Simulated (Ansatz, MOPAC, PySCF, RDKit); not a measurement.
Dimer: SiH4 (SMILES [SiH4]) (first 5 atoms) with N2 (SMILES N#N); geometry from B3LYP-D3(BJ)/def2-TZVP, rigid monomers moved along the line of their centres of mass till Si1···N7 is 3.18 Å.
(charge 0, multiplicity 1):
```xyz
7

Si     0.0824     0.1487    -0.1899
H      0.4002     0.4069    -1.6132
H      0.2577     1.3973     0.5851
H      0.9960    -0.8907     0.3350
H     -1.3175    -0.3157    -0.0744
N      0.0024    -0.3227     3.9429
N     -0.3678    -0.3354     2.9170
```

Counterpoise-corrected where a basis set is named; no monomer relaxation. RDKit's UFF carries no charges.

Cores are frozen in the correlated methods. CBS(a, b) extrapolates the correlation energy as X⁻³ and adds the Hartree–Fock energy of set b. The state that PM3, PM7 reach isn't checked; PM7 holds dispersion and hydrogen-bond terms.

Codes used: Ansatz (Gaussian orbitals); MOPAC for PM3, PM7 (differences of heats of formation); PySCF for the dispersion terms; RDKit for the force fields. Each number belongs to the level named beside it.

| level | interaction energy (kcal/mol) |
|---|---|
| UFF | 0.75 |
| PM3 | 2.02 |
| PM7 | -0.81 |
| HF/aug-cc-pV(D+d)Z | 1.60 |
| r2SCAN-D3(BJ)/def2-TZVPPD | -0.04 |
| r2SCAN-D4/def2-TZVPPD | 0.06 |
| CCSD(T)/aug-cc-pV(D+d)Z | 0.16 |
| CCSD(T)/aug-cc-pV(T+d)Z | … |
| CCSD(T)/CBS(aug-cc-pV(D+d)Z, aug-cc-pV(T+d)Z) | … |

Q: Complete the blanks.

A: 
- CCSD(T)/aug-cc-pV(T+d)Z, interaction energy (kcal/mol): -0.11
- CCSD(T)/CBS(aug-cc-pV(D+d)Z, aug-cc-pV(T+d)Z), interaction energy (kcal/mol): -0.21

Ansatz is a quantum-chemistry and plane-wave program.
